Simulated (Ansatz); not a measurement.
The first iterations of a band of GeH$_{4}$O (6 atoms, charge 0, multiplicity 1).

Theory: Ansatz, RKS B3LYP/def2-SVP.

- movable images: 7
- climbing image: yes
- spring: 5.0 eV/Å²
- optimiser: quadratic models (default)
- start path: through a guess of the saddle point
- force threshold: 0.03 eV/Å
- iteration limit: 60
- end points: relaxed

First end point:

```xyz
6
Properties=species:S:1:pos:R:3
Ge 0.177 -0.037 0.252
H -0.021 -0.006 1.786
O 1.923 -0.058 -0.154
H 2.382 -0.825 0.211
H -0.344 1.254 -0.397
H -0.533 -1.279 -0.336
```

Last end point:

```xyz
6
Properties=species:S:1:pos:R:3
Ge -0.666 0.324 0.185
H 1.454 -0.568 1.676
O 1.452 -0.013 0.882
H 1.914 -0.523 0.200
H -0.002 0.979 -1.118
H -0.568 -1.151 -0.463
```

| iteration | highest image above the first end (eV) | largest band force component (eV/Å) |
| --- | --- | --- |
| 1 | 3.492 | 6.239 |
| 2 | 2.526 | 2.123 |
| 3 | 2.506 | 1.507 |
| 4 | 2.341 | 6.554 |

Does the band converge within its limit, and where does its top end?

It converged. It ended after 12 iterations with the highest image 2.494 eV above the first end. A vibrational analysis at the climbing image gives one clearly imaginary mode, 1389i cm⁻¹: a first-order saddle point. The orbitals stay closed-shell, which can raise the energy where a bond breaks towards radicals; this wasn't checked here.

The run took 2.4 min on 1 thread of Arm Neoverse V1, on a shared host, peak memory 0.11 GiB.
